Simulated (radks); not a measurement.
Numerical settings for the copper ion Cu2+, [Ar] 3d9. Calculated with a radial shooting solver on a logarithmic mesh with Libxc functionals: non-relativistic Kohn-Sham, r2SCAN, spin-polarised, spherical densities, point nucleus; open shells are filled with parallel spins first; meta-GGA in the generalised Kohn-Sham scheme. The defaults (mesh step 0.008 in ln r, mesh end at 40 bohr or more with all orbitals vanishing there, Anderson mixing 0.5 over 9 steps, residual threshold near 1e-9 with the energy settled to 1e-9 hartree or 1e-11 of itself, here a cap of 83 iterations) give E = -1639.442 hartree and 3d at -29.231 eV in 13 iterations. Run on one thread of a shared host, so times are rough (Arm Neoverse N1): 0.17 s of CPU time, 0.17 s wall, 13 iterations on 2476 mesh points. Changes against that run (0 stands for a change within the tolerance of the run):

[
 {"setting": "mesh step in ln r 0.08", "iterations": "2", "converged": "no", "E (mhartree)": "diverged", "e(3d) (meV)": "-", "CPU (s)": "0.01"},
 {"setting": "mesh step in ln r 0.03", "iterations": "12", "converged": "yes", "E (mhartree)": "-0.00183", "e(3d) (meV)": "+0.0209", "CPU (s)": "0.06"},
 {"setting": "mesh step in ln r 0.05", "iterations": "12", "converged": "yes", "E (mhartree)": "-0.557", "e(3d) (meV)": "+0.0294", "CPU (s)": "0.04"},
 {"setting": "mesh end (bohr) 12", "iterations": "13", "converged": "yes", "E (mhartree)": "0", "e(3d) (meV)": "0", "CPU (s)": "0.17"},
 {"setting": "mesh end (bohr) 8", "iterations": "13", "converged": "yes", "E (mhartree)": "0", "e(3d) (meV)": "+0.0339", "CPU (s)": "0.17"},
 {"setting": "residual threshold 0.1", "iterations": "10", "converged": "yes", "E (mhartree)": "0", "e(3d) (meV)": "-0.487", "CPU (s)": "0.15"},
 {"setting": "residual threshold 1e-16", "iterations": "83", "converged": "no", "E (mhartree)": "0", "e(3d) (meV)": "+0.00542", "CPU (s)": "0.71"},
 {"setting": "mixing 1", "iterations": "11", "converged": "yes", "E (mhartree)": "0", "e(3d) (meV)": "0", "CPU (s)": "0.15"},
 {"setting": "linear mixing, mixing 0.8", "iterations": "83", "converged": "no", "E (mhartree)": "+7.64e+03", "e(3d) (meV)": "-8.13e+04", "CPU (s)": "1.4"},
 {"setting": "linear mixing, mixing 0.2", "iterations": "62", "converged": "yes", "E (mhartree)": "0", "e(3d) (meV)": "-0.00386", "CPU (s)": "0.63"},
 {"setting": "mixing history 3", "iterations": "14", "converged": "yes", "E (mhartree)": "0", "e(3d) (meV)": "-0.0148", "CPU (s)": "0.18"},
 {"setting": "iteration cap 2", "iterations": "2", "converged": "no", "E (mhartree)": "+1.24e+03", "e(3d) (meV)": "-4.04e+04", "CPU (s)": "0.03"}
]

No run marked as converged misses the energy by more than 1 mhartree. A mesh that ends early acts as a hard wall.
